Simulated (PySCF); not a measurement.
# CaTe⁺ at UHF

Level: UHF. basis Ca def2-SVP, Te def2-SVP with ECP28; scalar-relativistic core potentials; PySCF 2.14.

For CaTe⁺, the state is ²Π (doublet), unpaired electrons π ↑ and the bond length is 5.445 bohr. The harmonic wavenumber is 250 cm⁻¹, the force constant is 1.13 mdyn/Å and the rotational constant Be is 0.06644 cm⁻¹. The anharmonicity ωexe is 0.636 cm⁻¹ and the vibration–rotation constant αe is 0.000213 cm⁻¹. The well depth De to Ca⁺ + Te is 0.98 eV, the dissociation energy D0 is 0.97 eV and the bond order (Mayer) is 1.31. The dipole moment (positive dipole points towards Te; it is taken about the centre of mass and depends on that origin) is -16.04 D.

Spin–orbit coupling is left out, which matters for elements this heavy, above all for dissociation energies. For an ion De counts to the pair picked by the measured ionisation energies or electron affinities, which need not be the lowest pair at this level. Hartree–Fock leaves out correlation, which carries a large part of most bond energies and some tenths to 1 eV of ionisation energies. The state is the lowest determinant that a PBE0 search found; another state may lie lower at other levels.
